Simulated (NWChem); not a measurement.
System: CH3Cl3Si; SMILES C[Si](Cl)(Cl)Cl

NWChem input:

```
start job
memory heap 200 mb stack 900 mb global 1100 mb
geometry units angstroms
  C      0.000000     0.000000    -2.122081
  Si     0.000000     0.000000    -0.274066
  Cl    -0.777184     1.758044     0.450068
  Cl    -1.133919    -1.552083     0.450068
  Cl     1.911102    -0.205961     0.450068
  H      0.609966     0.834186    -2.499799
  H      0.417443    -0.945339    -2.499799
  H     -1.027409     0.111153    -2.499799
end
basis spherical
  * library 6-31g*
end
dft
  xc hfexch
  iterations 150
end
driver
  maxiter 120
end
task dft optimize
task dft freq
```

The level has its own optimisation; frequencies are unscaled.

Question: Predict the main results of this run. (Hartree-Fock/6-31G* (spherical d).) Quantities: r C–Si (Å); r C–H (Å); r Cl–Si (Å); highest harmonic frequency (cm⁻¹); lowest (cm⁻¹); zero-point energy (kcal/mol); dipole (D).

Answer: The r C–Si (Å) is 1.858 and the r C–H (Å) comes out as 1.085. The r Cl–Si (Å) is 2.047 and the highest harmonic frequency (cm⁻¹) comes out as 3286. The lowest (cm⁻¹) comes out as 168 and the zero-point energy (kcal/mol) is 28.6. The dipole (D) comes out as 2.47.
